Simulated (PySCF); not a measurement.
1,1,2-trichlorobutane, C4H7Cl3.
SMILES with atom numbers: `[CH3:1][CH2:2][C@H:3]([Cl:4])[CH:5]([Cl:6])[Cl:7]` (hydrogens: H8, H9, H10 on C1; H11, H12 on C2; H13 on C3; H14 on C5)

Geometry (GFN2-xTB, Å), atoms numbered from 1 in this order:
```xyz
14
C4H7Cl3 angstrom
C     -1.962   -0.138    0.027
C     -0.568    0.171   -0.503
C      0.513   -0.135    0.525
Cl     0.388    0.983    1.916
C      1.931   -0.015   -0.014
Cl     2.217    1.567   -0.763
Cl     2.225   -1.299   -1.211
H     -2.706    0.094   -0.730
H     -2.051   -1.190    0.286
H     -2.173    0.457    0.912
H     -0.367   -0.437   -1.388
H     -0.505    1.222   -0.789
H      0.381   -1.143    0.931
H      2.674   -0.138    0.778
```

Jobs on this species (14 atoms, 82 electrons) with PySCF (density fitting). Hardware of each: Intel Xeon Platinum 8259CL at 2.50 GHz, one thread, on a shared host. Times come from a shared host and carry two figures at best. Peak memory is the resident size of the whole Python process, interpreter and libraries included.

```tsv
level and settings	work	basis functions	SCF cycles	wall time	peak memory
B97-D/IGLO-II, start guess vsap	shieldings, charges and field gradients	235	?	?	?
LC-wPBE/def2-SVP, IEF-PCM water, energy threshold 1e-11 Eh	3 singlets by full TDDFT, 2 Tamm–Dancoff triplets, polarisability	145	12	51 s	0.70 GiB
BLYP/pcSseg-1, grid level 3, start guess atom	spin–spin couplings from 11 perturbed nuclei, spin–dipole term left out	175	11	58 s	0.72 GiB
```

Q: Fill in the missing figures.

A: 
- B97-D/IGLO-II, start guess vsap; shieldings, charges and field gradients: 92 s, 0.77 GiB, 16 SCF cycles

Q: What do all jobs in the table cost together?

A: About 3.4 min; the longest takes about 46 % of that, and about 1.8 times as long as the shortest.

Note: B97-D ran without an empirical dispersion term, which enters the total energy and its gradient alone.
